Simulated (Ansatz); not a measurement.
Calculated with Ansatz (gas phase, PBE0-D4/def2-TZVP geometries, no zero-point term in ΔE). CCSD(T)/CBS is the MP2 limit (def2-TZVPP, def2-QZVPP) plus CCSD(T) − MP2 in def2-TZVPP, frozen cores. This one scheme is used for every species. Functionals use def2-TZVPP. Triplets are unrestricted, without spin–orbit coupling. For Ga, Se outer-core shells are correlated without core-valence functions, which leaves a few kJ/mol of doubt a bond. Scalar relativity is left out up to krypton. Each species was taken in one conformer, which may not be the lowest.

Consider the formal loss of a carbene: `[CH3][Ga]([F])[SeH]` → `[CH2]` (triplet) + `[F][GaH][SeH]`.

`[CH3][Ga]([F])[SeH]`:

Cartesian coordinates in Å:
```
C -0.871 1.165 -0.044
Ga 0.398 -0.302 0.124
F 1.786 -0.087 1.188
Se 0.384 -2.387 -0.885
H -1.605 0.968 -0.824
H -1.388 1.305 0.908
H -0.332 2.086 -0.275
H 1.628 -2.748 -0.192
```

`[CH2]` (triplet):

Cartesian coordinates in Å:
```
C 0.260 0.088 0.025
H -0.019 -0.087 -1.002
H -0.241 -0.001 0.976
```

`[F][GaH][SeH]`:

Z-matrix (Å, degrees):
```
Ga
F 1 1.754
Se 1 2.307 2 112.0
H 1 1.550 2 118.1 3 -180.0
H 3 1.470 1 91.4 2 179.9
```

CCSD(T)/CBS gives +115.3 kcal/mol.

Problem. Another level gave +130.7 kcal/mol. Which?
A. PBE-QIDH/def2-TZVPP
B. ωB97M-V/def2-TZVPP
C. LDA (SPW92)/def2-TZVPP
D. revPBE-D4/def2-TZVPP

Solution. C. LDA (SPW92) 130.7, ωB97M-V 114.6, revPBE-D4 111.9, PBE-QIDH 113.6 kcal/mol.

Largest T1 diagnostic among the species: 0.012.

From BLYP to BHLYP (50 % exact exchange), in def2-TZVPP and without D4, ΔE moves by −1.9 kcal/mol. In def2-TZVPP, CCSD(T) changes the Hartree–Fock value by +34.3 kcal/mol (the triples alone add +2.8 kcal/mol) and MP2 by +38.2 kcal/mol.
